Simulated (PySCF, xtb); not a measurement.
Si(AsH2)(F)(OH)2 (AsFH4O2Si), SMILES O[Si](O)(F)[AsH2].

GFN2-xTB in xtb at its own geometry gives an orbital gap of 5.49 eV and a dipole moment of 1.73 D.

The structure is a stationary point at ωB97X-D3(BJ)/def2-SVP. Other conformers were not sampled.

Task: What does CAM-B3LYP/def2-TZVP (PySCF) give? (An estimate is asked for; the answer gives what the named calculation found.)

Result: gap 10.15 eV (levels -9.07 and 1.08 eV), dipole 1.24 D.
